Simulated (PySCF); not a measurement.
## Calculated data, CH$_{3}$ClGe, CH$_{5}$GeN, CH$_{4}$AlClGe, AlClGeH$_{5}$N and others

Computed with PySCF 2.14.0. Calculation on a computer-drawn molecule: optimised geometry and harmonic frequencies of an isolated molecule of the commonest isotopes, restricted reference for singlets and unrestricted otherwise, frozen core in MP2; on germanium a core potential holds 10 electrons, which the energies leave out, and 3d is frozen in MP2 and coupled-cluster steps.

Common to all runs: charge 0; multiplicity 1; basis and core potential on germanium cc-pVDZ-PP ECP10MDF.

(1) CH$_{3}$ClGe

Start structure:
```xyz
6
CH3ClGe
C     -0.0625     0.0563     1.3688
Ge    -1.5108     0.2079     2.7237
Cl    -1.8972     2.3834     2.4363
H      0.7588     0.7328     1.6250
H     -0.4404     0.3549     0.3859
H      0.3157    -0.9679     1.3151
```

```
method                                        : MP2
basis                                         : cc-pV(D+d)Z
rotational constants                          : 9.998, 3.646, 2.717 GHz
total energy                                  : -792.8905 hartree
convergence status largest gradient component : 6.484e-06 hartree/bohr
```

Drawn bonds:
```csv
atom,other atom,order
1,2,1
2,3,1
1,4,1
1,5,1
1,6,1
```

Optimised structure:
```xyz
6
CH3ClGe
C     -0.0648     0.0531     1.3719
Ge    -1.5213     0.2108     2.7331
Cl    -1.8844     2.3741     2.4266
H      0.7586     0.7436     1.6319
H     -0.4501     0.3627     0.3830
H      0.3255    -0.9769     1.3083
```

Modes:
```csv
frequency (cm⁻¹),reduced mass (dalton)
87.48,1.045
192.4,3.536
391.9,37.24
551,4.088
577.2,1.149
748,1.259
1228,1.229
1430,1.052
1440,1.06
3062,1.033
3168,1.1
3189,1.104
```

(2) CH$_{5}$GeN

Start structure:
```xyz
8
CH5GeN
C     -0.6325     0.9895    -0.2802
Ge     0.3070    -0.7337    -0.9272
N     -0.5473    -0.8530    -2.4614
H     -0.2506     1.2547     0.6798
H     -0.4243     1.7667    -1.0281
H     -1.7143     0.8608    -0.2281
H     -1.1963    -0.1969    -2.8533
H     -0.3732    -1.6101    -3.1340
```

```
method                                        : HF
basis                                         : cc-pVDZ
rotational constants                          : 12.2, 7.018, 4.583 GHz
total energy                                  : -388.6110 hartree
convergence status largest gradient component : 3.477e-05 hartree/bohr
```

Drawn bonds:
```csv
atom,other atom,order
1,2,1
2,3,1
1,4,1
1,5,1
1,6,1
3,7,1
3,8,1
```

Optimised structure:
```xyz
8
CH5GeN
C     -0.6081     0.9725    -0.2955
Ge     0.3005    -0.7146    -0.8954
N     -0.5522    -0.8524    -2.4927
H     -0.2710     1.2771     0.6980
H     -0.3950     1.7866    -0.9974
H     -1.6942     0.8313    -0.2652
H     -1.2435    -0.2199    -2.8527
H     -0.3680    -1.6026    -3.1315
```

Modes:
```csv
frequency (cm⁻¹),reduced mass (dalton)
30.71,1.067
244,2.594
436.1,1.231
514.8,1.014
554.8,3.996
715.5,1.176
722.3,5.491
747.1,1.159
880.6,1.333
1339,1.228
1544,1.053
1557,1.058
1682,1.118
3149,1.035
3228,1.101
3255,1.102
3759,1.05
3870,1.098
```

(3) CH$_{4}$AlClGe

Start structure:
```xyz
8
CH4AlClGe
Cl    -0.6684    -2.5267     1.5446
Al    -1.4530    -1.6957    -0.0960
C     -1.3613     0.1223    -0.6192
Ge    -0.5352     1.4067     0.3934
H     -2.2034    -2.7503    -0.9969
H     -1.7590     0.4701    -1.5550
H      0.2506     1.2508     1.6785
H     -0.4736     2.8983    -0.0399
```

```
method                                        : HF
basis                                         : cc-pV(D+d)Z
rotational constants                          : 5.677, 1.12, 0.9351 GHz
total energy                                  : -1035.0244 hartree
convergence status largest gradient component : 3.015e-05 hartree/bohr
```

Drawn bonds:
```csv
atom,other atom,order
1,2,1
2,3,1
3,4,2
2,5,1
3,6,1
4,7,1
4,8,1
```

Optimised structure:
```xyz
8
CH4AlClGe
Cl    -0.5805    -2.3722     1.6457
Al    -1.4787    -1.6913    -0.1646
C     -1.3467     0.1500    -0.6130
Ge    -0.5252     1.3882     0.3591
H     -2.2059    -2.7833    -1.0259
H     -1.7961     0.5258    -1.5307
H      0.1728     1.1002     1.6765
H     -0.4429     2.8582    -0.0375
```

Modes:
```csv
frequency (cm⁻¹),reduced mass (dalton)
79.36,15.95
108.1,2.665
261,1.161
262.9,5.869
475.7,6.88
513.7,1.314
540.8,1.806
585.5,1.092
642.5,1.29
765.6,1.869
811.4,1.082
934.3,1.506
965.8,1.222
1155,1.956
2030,1.043
2257,1.021
2294,1.019
3293,1.086
```

(4) AlClGeH$_{5}$N

Start structure:
```xyz
9
AlClGeH5N
Cl    -1.6123    -2.1340    -0.3081
Al    -0.7764    -0.9643     1.1436
N      0.3709     0.3652     0.8649
Ge     1.3177     1.0962    -0.5016
H     -1.2348    -1.1259     2.5730
H      0.6076     0.8040     1.7540
H      0.9637     2.6022    -0.5632
H      0.9342     0.4650    -1.8160
H      2.8267     0.9431    -0.2495
```

```
method                                        : HF
basis                                         : cc-pV(D+d)Z
rotational constants                          : 5.708, 1.044, 0.8922 GHz
total energy                                  : -1052.2783 hartree
convergence status largest gradient component : 1.777e-05 hartree/bohr
```

Drawn bonds:
```csv
atom,other atom,order
1,2,1
2,3,1
3,4,1
2,5,1
3,6,1
4,7,1
4,8,1
4,9,1
```

Optimised structure:
```xyz
9
AlClGeH5N
Cl    -1.4126    -2.0120    -0.4818
Al    -0.7710    -0.8954     1.1962
N      0.4020     0.4005     0.9699
Ge     1.2869     1.0882    -0.5033
H     -1.3526    -1.2453     2.6061
H      0.6635     0.8852     1.8147
H      0.9891     2.5873    -0.6281
H      0.7923     0.3430    -1.7389
H      2.7999     0.8999    -0.3377
```

Modes:
```csv
frequency (cm⁻¹),reduced mass (dalton)
30.43,1.058
84.54,15.85
131.3,3.348
276,7.05
448.3,1.112
470,7.667
548.7,1.215
561.4,2.994
664.2,1.103
701.2,1.18
764.1,1.598
889.1,1.921
951.9,1.022
967.3,1.066
996.4,1.293
1234,1.331
2050,1.043
2205,1.024
2227,1.018
2267,1.017
3741,1.074
```

(5) ClGe$_{2}$H$_{4}$N

Start structure:
```xyz
8
ClGe2H4N
Cl    -0.1125    -1.3061     1.2961
Ge     0.4782    -0.6211    -0.6041
N      1.0815     1.0676    -0.6418
Ge     1.2843     2.2522     0.4919
H     -0.8190    -0.7610    -1.5049
H      1.5466    -1.6183    -1.0983
H      1.0298     2.3355     1.9736
H      1.8293     3.5529    -0.0764
```

```
method                                        : HF
basis                                         : cc-pV(D+d)Z
rotational constants                          : 3.795, 1.032, 0.8197 GHz
total energy                                  : -1103.0309 hartree
convergence status largest gradient component : 1.51e-05 hartree/bohr
```

Drawn bonds:
```csv
atom,other atom,order
1,2,1
2,3,1
3,4,2
2,5,1
2,6,1
4,7,1
4,8,1
```

Optimised structure:
```xyz
8
ClGe2H4N
Cl    -0.0844    -1.1505     1.4028
Ge     0.4725    -0.6064    -0.6662
N      1.0858     1.0817    -0.7594
Ge     1.2880     2.2459     0.4291
H     -0.8117    -0.7800    -1.4664
H      1.5478    -1.6142    -1.0507
H      0.9812     2.1187     1.9154
H      1.8391     3.6064     0.0314
```

Modes:
```csv
frequency (cm⁻¹),reduced mass (dalton)
85.54,17.07
88.9,2.759
230.2,12.36
267.2,1.204
388.1,40.41
520.5,3.235
588.9,1.195
649.5,1.078
680.5,1.501
730.3,1.048
857.7,1.073
942.8,1.046
963.9,1.027
1170,9.059
2258,1.026
2266,1.024
2274,1.015
2287,1.017
```

(6) ClGe$_{2}$H$_{4}$N

Start structure:
```xyz
8
ClGe2H4N
Cl    -0.2439     0.8119     2.6684
Ge     0.6381    -0.3815     1.2559
N      0.0633    -1.3814     0.1316
Ge    -1.6406    -1.7234    -0.3781
H      2.2007    -0.3013     1.3699
H     -2.3759    -2.4317     0.7825
H     -1.5439    -2.7774    -1.5253
H     -2.3605    -0.5328    -0.8433
```

```
method                                        : HF
basis                                         : cc-pV(D+d)Z
rotational constants                          : 4.59, 0.8933, 0.7548 GHz
total energy                                  : -1103.0232 hartree
convergence status largest gradient component : 1.62e-05 hartree/bohr
```

Drawn bonds:
```csv
atom,other atom,order
1,2,1
2,3,2
3,4,1
2,5,1
4,6,1
4,7,1
4,8,1
```

Optimised structure:
```xyz
8
ClGe2H4N
Cl    -0.0862     1.4657     1.7875
Ge     0.7495    -0.4485     1.2592
N      0.0067    -1.6740     0.4290
Ge    -1.6734    -1.8461    -0.2941
H      2.1597    -0.4638     1.7952
H     -2.3517    -3.0542     0.3595
H     -1.5213    -2.0965    -1.7978
H     -2.5460    -0.6002    -0.0768
```

Modes:
```csv
frequency (cm⁻¹),reduced mass (dalton)
55.45,1.05
75.19,15.4
159.9,6.057
227.8,15.49
415.9,21.13
497.8,1.092
518.5,6.191
693.8,1.217
697,1.128
816.7,1.08
945.8,1.071
959.1,1.021
961.1,1.022
1177,8.742
2197,1.023
2213,1.024
2238,1.012
2335,1.021
```

(7) CH$_{7}$Ge$_{2}$N

Start structure:
```xyz
11
CH7Ge2N
Ge     1.7135     0.3847    -0.0031
C      0.7064     1.2858    -1.3862
N     -0.5754     1.5665    -1.2953
Ge    -1.6442     0.8139     0.0538
H      2.6437    -0.3241    -1.0534
H      0.7222    -0.8691     0.0610
H      1.1977     1.7978    -2.0679
H     -0.9770     2.2132    -1.8657
H     -1.0720     1.0153     1.3677
H     -2.9558     1.5749    -0.1575
H     -1.8194    -0.6961    -0.2744
```

```
method               : HF
basis                : cc-pVDZ
total energy         : —
rotational constants : —
```

Drawn bonds:
```csv
atom,other atom,order
1,2,2
2,3,1
3,4,1
1,5,1
1,6,1
2,7,1
3,8,1
4,9,1
4,10,1
4,11,1
```

(8) CH$_{6}$Ge$_{2}$O

Start structure:
```xyz
10
CH6Ge2O
Ge     1.1651    -0.8114     2.4117
C      1.6857     0.0351     0.9050
O      1.0923    -0.2233    -0.3506
Ge     1.8992    -0.4258    -1.9852
H     -0.4447    -0.6654     2.4007
H      1.5402     0.1893     3.4432
H      2.7931     0.2923     0.7850
H      0.8102    -0.0863    -2.8220
H      3.0619     0.5130    -2.0108
H      2.3215    -1.8754    -2.0892
```

```
method               : HF
basis                : cc-pVDZ
rotational constants : —
total energy         : —
```

Drawn bonds:
```csv
atom,other atom,order
1,2,2
2,3,1
3,4,1
1,5,1
1,6,1
2,7,1
4,8,1
4,9,1
4,10,1
```

To be estimated
1. Give the missing total energy for CH$_{7}$Ge$_{2}$N (entry 7).
2. Give the missing rotational constants for CH$_{7}$Ge$_{2}$N (entry 7).
3. Give the table of modes values for CH$_{7}$Ge$_{2}$N (entry 7).
4. What rotational constants does the calculation give for CH$_{6}$Ge$_{2}$O (entry 8)?
5. CH$_{6}$Ge$_{2}$O (entry 8): total energy?

## Answers
1. -683.0805 hartree
2. 7.038, 0.9034, 0.8146 GHz
3. 
Modes:
```csv
frequency (cm⁻¹),reduced mass (dalton)
97.11,9.787
155.7,1.136
206.9,1.115
262.4,2.221
321.6,3.258
412.3,2.749
523.8,1.169
576.2,2.151
681.5,1.183
708.5,1.22
763.5,1.212
798.9,1.503
920.2,1.043
951,1.023
954.8,1.025
966,1.024
1115,1.262
1353,1.079
1569,1.583
1608,3.694
1978,1.024
2022,1.021
2254,1.021
2305,1.025
2308,1.014
3243,1.089
3746,1.077
```
4. 18.89, 0.6811, 0.6798 GHz
5. -702.8964 hartree

Further results for CH$_{7}$Ge$_{2}$N (entry 7):

```
convergence status largest gradient component : 2.452e-05 hartree/bohr
```

Optimised structure:
```xyz
11
CH7Ge2N
Ge     1.9396     0.3113    -0.0614
C      0.7132     1.3070    -1.3236
N     -0.5621     1.5658    -1.2217
Ge    -1.7662     0.7825     0.0326
H      2.6675    -0.4223    -1.2464
H      0.8862    -0.8092     0.3092
H      1.1992     1.8685    -2.1261
H     -0.9479     2.2380    -1.8632
H     -1.2104     1.0234     1.4230
H     -3.0441     1.5807    -0.2217
H     -1.9355    -0.6828    -0.3215
```

Further results for CH$_{6}$Ge$_{2}$O (entry 8):

```
convergence status largest gradient component : 2.341e-05 hartree/bohr
```

Optimised structure:
```xyz
10
CH6Ge2O
Ge     1.0387    -0.5408     2.3006
C      1.6633     0.1712     0.7792
O      1.0544     0.1032    -0.4162
Ge     1.8837    -0.4511    -1.9164
H     -0.3990    -1.0029     2.4384
H      1.7633    -0.1712     3.5815
H      2.6765     0.5756     0.7768
H      0.9036    -0.1233    -3.0321
H      3.1921     0.3305    -2.0365
H      2.1479    -1.9492    -1.7875
```

Modes:
```csv
frequency (cm⁻¹),reduced mass (dalton)
37.82,4.604
99.34,1.206
169.4,1.36
182.5,2.599
251.4,2.992
507.7,1.438
524.8,1.455
678.6,1.156
691.3,1.216
735.7,3.812
844.3,1.933
867,1.424
929.1,1.094
934.8,1.122
943.3,1.026
955.4,1.026
1288,3.312
1492,1.533
2244,1.023
2258,1.018
2284,1.018
2287,1.023
2288,1.018
3253,1.086
```
